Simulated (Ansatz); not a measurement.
Ansatz (a program for electronic structure) input (B3LYP/cc-pVDZ):

Ansatz 0.2 input:
```yaml
crystal:
  periodic: [false, false, false]
  atoms:
    - {symbol: C, position_ang: [1.58120600, -0.83682400, 0.33867900]}
    - {symbol: Si, position_ang: [-0.03035600, 0.05599600, -0.05012300]}
    - {symbol: C, position_ang: [-1.54515900, -0.82762500, 0.57351100]}
    - {symbol: O, position_ang: [0.02720700, 0.07578800, -1.70358700]}
    - {symbol: O, position_ang: [-0.08332200, 1.55223900, 0.64002300]}
    - {symbol: H, position_ang: [1.56899300, -1.85740300, -0.04220200]}
    - {symbol: H, position_ang: [2.44011300, -0.31565900, -0.08416800]}
    - {symbol: H, position_ang: [1.68859700, -0.86048900, 1.42641900]}
    - {symbol: H, position_ang: [-2.45070900, -0.32281200, 0.23473600]}
    - {symbol: H, position_ang: [-1.56578200, -1.85709500, 0.21497900]}
    - {symbol: H, position_ang: [-1.54855600, -0.83221500, 1.66522800]}
    - {symbol: H, position_ang: [0.52496300, 2.22420600, 0.32208900]}
basis:
  gaussian:
    orbitals: cc-pVDZ
hamiltonian:
  xc: {name: B3LYP}
magnetization: {spin_polarized: true, initial_magnetization: 1}
output: {forces: true}
```

Output:

```
Functional definition: B3LYP
integrals: 0.06 GiB planned
1003 factors; integrals over basis functions are off by at most 1.0e-3 eV
mean field: 0.70 GiB planned
mean field evaluation 1: about -14148.8274 eV, gradient 5.4e1 eV
mean field evaluation 2: about -14142.2710 eV, gradient 6.8e1 eV
mean field evaluation 4: about -14160.9416 eV, gradient 2.3e0 eV
mean field evaluation 8: about -14161.1579 eV, gradient 5.5e-1 eV
mean field evaluation 16: about -14161.1595 eV, gradient 1.3e-2 eV
mean field evaluation 32: about -14161.1596 eV, gradient 5.5e-5 eV
mean field -14161.15958440 eV, -520.4130159479 hartree, gradient 6.2e-6 eV, S^2 0.753576; 2 other end points of the search recorded, 0 dependent functions left out
the calculation of the forces begins
reference -14161.15982112 eV, -520.4130246472 hartree; 25, 24 occupied and 84, 85 virtual orbitals, 1003 factors
Total energy: -14161.15982112 eV, -520.4130246472 hartree
Atom 0 at     1.581206    -0.836824     0.338679 Å, force    -0.101607     0.033934     0.003431 eV/Å
Atom 1 at    -0.030356     0.055996    -0.050123 Å, force     0.011857    -0.727073     0.473017 eV/Å
Atom 2 at    -1.545159    -0.827625     0.573511 Å, force     0.095726     0.035991     0.001460 eV/Å
Atom 3 at     0.027207     0.075788    -1.703587 Å, force     0.039935     0.018741    -1.186106 eV/Å
Atom 4 at    -0.083322     1.552239     0.640023 Å, force    -0.269247     0.871159     0.612509 eV/Å
Atom 5 at     1.568993    -1.857403    -0.042202 Å, force    -0.001189    -0.355471    -0.125631 eV/Å
Atom 6 at     2.440113    -0.315659    -0.084168 Å, force     0.297755     0.179342    -0.145575 eV/Å
Atom 7 at     1.688597    -0.860489     1.426419 Å, force     0.053097    -0.020901     0.353355 eV/Å
Atom 8 at    -2.450709    -0.322812     0.234736 Å, force    -0.303950     0.171881    -0.116978 eV/Å
Atom 9 at    -1.565782    -1.857095     0.214979 Å, force    -0.005000    -0.344731    -0.118106 eV/Å
Atom 10 at    -1.548556    -0.832215     1.665228 Å, force    -0.011631    -0.009681     0.362153 eV/Å
Atom 11 at     0.524963     2.224206     0.322089 Å, force     0.194254     0.146809    -0.113531 eV/Å
Dipole moment:     0.184379    -0.048308     0.287133 e Å
```

The geometry given is a B3LYP-D3(BJ)/def2-TZVP minimum.
